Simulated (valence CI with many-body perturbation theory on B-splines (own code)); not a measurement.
The numbers below are computed, except where a source is named.
# Level structure of Ba LII

Method: relativistic CI+MBPT: three valence electrons over a frozen Dirac-Fock core [He], a basis of 11 s, 11 p, 10 d, 8 f, 5 g, 2 h functions for each j, with the one-electron correlation potential Σ1 (screened to all orders), the two-electron term Σ2, the three-electron term Σ3, Breit, model QED; selected single and double excitations, second order for the rest, scaled by the run's own slope (own B-spline code, finite nucleus).

The last digits are not significant, and no measured levels were compared; by estimate large intervals hold to a few tenths of a per cent, small ones and those within an open d or f shell to about a per cent.

Levels 46 to 90 of 167, with energies above the lowest level, (2s^2 2p1/2) J=1/2. "Leading %" is the weight of the configuration and term that name the level; weights of strongly mixed levels are sums over their largest components and can fall short. In the jj column 3d3/2^4 stands for four electrons in 3d with j = 3/2.

| No. | Configuration | Term | J | E (Ry) | Leading % | Second component | g | Leading jj |
| --- | --- | --- | --- | --- | --- | --- | --- | --- |
| 46 | 2s2p3p | ⁴P | 3/2 | 457.53 | 47 | 25 % 2s2p3p ⁴S | 1.633 | 2s 2p3/2 3p1/2 (100 %) |
| 47 | 2s2p3p | ²D | 5/2 | 457.72 | 43 | 35 % 2s2p3p ⁴D | 1.327 | 2s 2p3/2 3p1/2 (99 %) |
| 48 | 2s2p3s | ²P° | 1/2 | 457.99 | 91 | 8 % 2s2p3s ⁴P° | 0.809 | 2s 2p3/2 3s (99 %) |
| 49 | 2s2p3s | ²P° | 3/2 | 458.27 | 84 | 15 % 2s2p3s ⁴P° | 1.378 | 2s 2p3/2 3s (98 %) |
| 50 | 2s2p3p | ²P | 1/2 | 462.35 | 53 | 21 % 2s2p3p ²S | 1.213 | 2s 2p3/2 3p1/2 (97 %) |
| 51 | 2s2p3p | ²D | 3/2 | 462.46 | 62 | 22 % 2s2p3p ²P | 0.971 | 2s 2p3/2 3p1/2 (97 %) |
| 52 | 2s2p3p | ⁴D | 7/2 | 465.59 | 100 |  | 1.413 | 2s 2p3/2 3p3/2 (100 %) |
| 53 | 2s2p3p | ²P | 3/2 | 465.61 | 35 | 25 % 2s2p3p ⁴S | 1.495 | 2s 2p3/2 3p3/2 (73 %) |
| 54 | 2p²3s | ²P | 1/2 | 466.29 | 33 | 25 % 2s2p3p ²S | 1.371 | 2s 2p3/2 3p3/2 (52 %) |
| 55 | 2s2p3p | ⁴P | 5/2 | 466.55 | 31 | 30 % 2s2p3p ²D | 1.360 | 2s 2p3/2 3p3/2 (68 %) |
| 56 | 2p²3s | ⁴P | 3/2 | 467.10 | 73 | 10 % 2s2p3p ²P | 1.613 | 2p1/2 2p3/2 3s (80 %) |
| 57 | 2p²3s | ²D | 5/2 | 468.45 | 38 | 23 % 2s2p3p ⁴P | 1.362 | 2p1/2 2p3/2 3s (61 %) |
| 58 | 2p²3s | ²D | 3/2 | 468.55 | 55 | 32 % 2p²3s ²P | 1.032 | 2p1/2 2p3/2 3s (88 %) |
| 59 | 2p²3s | ²P | 1/2 | 468.61 | 33 | 21 % 2s2p3p ²S | 1.359 | 2p1/2 2p3/2 3s (50 %) |
| 60 | 2s2p3d | ⁴P° | 1/2 | 469.30 | 46 | 22 % 2p²3p ⁴P° | 2.010 | 2s 2p3/2 3d3/2 (55 %) |
| 61 | 2s2p3d | ⁴D° | 5/2 | 469.33 | 43 | 21 % 2s2p3d ⁴F° | 1.222 | 2s 2p3/2 3d3/2 (92 %) |
| 62 | 2s2p3d | ⁴D° | 3/2 | 469.35 | 31 | 30 % 2s2p3d ⁴P° | 1.281 | 2s 2p3/2 3d3/2 (73 %) |
| 63 | 2s2p3d | ⁴F° | 7/2 | 469.85 | 48 | 28 % 2s2p3d ⁴D° | 1.253 | 2s 2p3/2 3d3/2 (87 %) |
| 64 | 2s2p3d | ⁴P° | 1/2 | 470.73 | 39 | 24 % 2p²3p ⁴P° | 1.964 | 2p1/2 2p3/2 3p1/2 (55 %) |
| 65 | 2p²3p | ⁴D° | 3/2 | 470.88 | 40 | 14 % 2s2p3d ⁴P° | 1.214 | 2p1/2 2p3/2 3p1/2 (72 %) |
| 66 | 2s2p3d | ⁴F° | 9/2 | 471.03 | 100 |  | 1.319 | 2s 2p3/2 3d5/2 (100 %) |
| 67 | 2s2p3p | ²D | 5/2 | 471.12 | 70 | 12 % 2s2p3p ⁴D | 1.252 | 2s 2p3/2 3p3/2 (91 %) |
| 68 | 2p²3p | ²F° | 5/2 | 471.41 | 44 | 28 % 2p²3p ²D° | 1.077 | 2p1/2 2p3/2 3p1/2 (90 %) |
| 69 | 2s2p3p | ²P | 3/2 | 471.99 | 57 | 27 % 2s2p3p ²D | 1.214 | 2s 2p3/2 3p3/2 (94 %) |
| 70 | 2s2p3p | ²S | 1/2 | 472.12 | 62 | 21 % 2s2p3p ²P | 1.727 | 2s 2p3/2 3p3/2 (98 %) |
| 71 | 2s2p3d | ²D° | 5/2 | 472.39 | 44 | 32 % 2s2p3d ⁴P° | 1.309 | 2s 2p3/2 3d5/2 (99 %) |
| 72 | 2s2p3d | ²D° | 3/2 | 472.61 | 47 | 26 % 2s2p3d ⁴P° | 1.103 | 2s 2p3/2 3d5/2 (79 %) |
| 73 | 2s2p3d | ²F° | 7/2 | 473.07 | 63 | 36 % 2s2p3d ⁴D° | 1.233 | 2s 2p3/2 3d5/2 (86 %) |
| 74 | 2p²3p | ²P° | 3/2 | 473.52 | 41 | 26 % 2p²3p ²D° | 1.328 | 2p1/2 2p3/2 3p1/2 (98 %) |
| 75 | 2s2p3d | ²P° | 1/2 | 474.06 | 72 | 19 % 2s2p3d ⁴D° | 0.703 | 2s 2p3/2 3d5/2 (89 %) |
| 76 | 2s2p3d | ²F° | 5/2 | 474.78 | 67 | 14 % 2s2p3d ²D° | 0.939 | 2s 2p3/2 3d3/2 (95 %) |
| 77 | 2s2p3d | ²D° | 3/2 | 475.06 | 62 | 32 % 2s2p3d ²P° | 0.949 | 2s 2p3/2 3d3/2 (80 %) |
| 78 | 2s2p3d | ²P° | 1/2 | 475.35 | 90 | 9 % 2s2p3d ⁴D° | 0.618 | 2s 2p3/2 3d3/2 (90 %) |
| 79 | 2s2p3d | ²F° | 7/2 | 476.56 | 76 | 11 % 2s2p3d ⁴D° | 1.175 | 2s 2p3/2 3d5/2 (96 %) |
| 80 | 2s2p3d | ²D° | 5/2 | 477.50 | 64 | 23 % 2s2p3d ²F° | 1.142 | 2s 2p3/2 3d5/2 (96 %) |
| 81 | 2s2p3d | ²P° | 3/2 | 477.69 | 76 | 8 % 2s2p3d ⁴D° | 1.282 | 2s 2p3/2 3d5/2 (98 %) |
| 82 | 2p²3p | ⁴D° | 5/2 | 479.37 | 52 | 34 % 2p²3p ⁴P° | 1.412 | 2p1/2 2p3/2 3p3/2 (98 %) |
| 83 | 2p²3p | ²P° | 1/2 | 479.69 | 35 | 33 % 2p²3p ⁴P° | 1.609 | 2p1/2 2p3/2 3p3/2 (99 %) |
| 84 | 2p²3p | ²D° | 3/2 | 480.10 | 52 | 24 % 2p²3p ⁴P° | 1.162 | 2p1/2 2p3/2 3p3/2 (98 %) |
| 85 | 2p²3p | ²F° | 7/2 | 480.59 | 60 | 37 % 2p²3p ⁴D° | 1.232 | 2p1/2 2p3/2 3p3/2 (97 %) |
| 86 | 2p²3p | ²P° | 3/2 | 481.35 | 37 | 30 % 2p²3p ⁴S° | 1.398 | 2p1/2 2p3/2 3p3/2 (99 %) |
| 87 | 2p²3p | ²D° | 5/2 | 482.03 | 61 | 18 % 2p²3p ²F° | 1.181 | 2p1/2 2p3/2 3p3/2 (98 %) |
| 88 | 2p²3d | ⁴F | 3/2 | 482.50 | 43 | 28 % 2p²3d ²P | 0.927 | 2p1/2 2p3/2 3d3/2 (99 %) |
| 89 | 2p²3d | ⁴F | 5/2 | 482.60 | 54 | 39 % 2p²3d ²F | 0.964 | 2p1/2 2p3/2 3d3/2 (98 %) |
| 90 | 2p²3d | ⁴D | 1/2 | 482.79 | 80 | 14 % 2p²3d ²P | 0.231 | 2p1/2 2p3/2 3d3/2 (100 %) |
